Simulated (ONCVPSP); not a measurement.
What one change does to a pseudopotential (Hf, ONCV)

* Element: Hf
* Generator: ONCVPSP 4.0.1
* Type: optimised norm-conserving Vanderbilt (ONCV)
* Functional: PBE
* Relativity: scalar-relativistic
* Frozen core: [Kr] 4d10 4f14 5s2
* Valence charge: 10
* Reference configuration: 5p6 5d2 6s2
* Partial waves: 6s: rc 2.90 bohr, ncon 4, nbas 8, qcut 2 1/bohr, 2 projectors, debl 0.5 Ha; 5p: rc 1.25 bohr, ncon 5, nbas 9, qcut 6.5 1/bohr, 2 projectors, debl 2.2 Ha; 5d: rc 3.25 bohr, ncon 4, nbas 8, qcut 5.5 1/bohr, 1 projector
* Local potential: polynomial inside 0.90 bohr (lpopt 4, dvloc0 0 Ha)
* Core correction: none

All-electron outer shells of the reference configuration (PBE, scalar-relativistic, ld1.x):

```csv
shell,level (eV),outermost node (bohr),outermost maximum (bohr)
5p,-35.57,0.60,1.16
4f,-16.83,–,0.45
6s,-5.11,1.37,2.89
5d,-2.69,0.67,1.69
```

Change: p: ncon 3, nbas 7.

Cutoffs: the cutoffs (Ha) at which the residual kinetic energy of the hardest occupied pseudo-wave falls to 1 and 0.1 mHa per electron; they do not see the model core or the augmentation charge, which bear on the density cutoff. Errors are all-electron minus pseudo energies relative to the spin-unpolarised reference configuration.

Q: How do hardness, ghosts and transferability respond?

A: The potential gets softer (68 Ha and 146 Ha → 39 Ha and 109 Ha); both files keep a bound ghost (s); the errors of the 3 common tests hardly move.

```tsv
quantity	base	changed
cutoff, loose	68 Ha	39 Ha
cutoff, tight	146 Ha	109 Ha
loose cutoff by channel	s 4.4 Ha, p 68 Ha, d 8.8 Ha	s 4.4 Ha, p 39 Ha, d 8.8 Ha
bound ghosts	s	s
GHOST(+) flags under 300 eV	s at 18.9 eV, d at 180.8 eV, p at 233.0 eV	s at 18.9 eV, d at 180.8 eV
tests with a reliable result	3 of 4	3 of 4
error for 5p6 5d2 6s1, meV [ΔE 7.98 eV]	-1.6	-1.6
error for 5p6 5d2 6s0, meV [ΔE 22.16 eV]	+7.9	+7.9
error for 5p6 5d2 6s0 6p2, meV [ΔE 7.86 eV]	-9.5	-10
s: phases at 2.94 bohr within 0.05 rad from the reference energy up to (Ha; the scan ends near 5)	1.9	1.9
p: phases at 1.27 bohr within 0.05 rad from the reference energy up to (Ha; the scan ends near 5)	to the end of the scan	to the end of the scan
d: phases at 3.30 bohr within 0.05 rad from the reference energy up to (Ha; the scan ends near 5)	0.5	0.5
```

 A true bound ghost makes a file unfit for plane-wave use even where its test errors are small: the radial tests pick states by their node count and pass the ghost by.
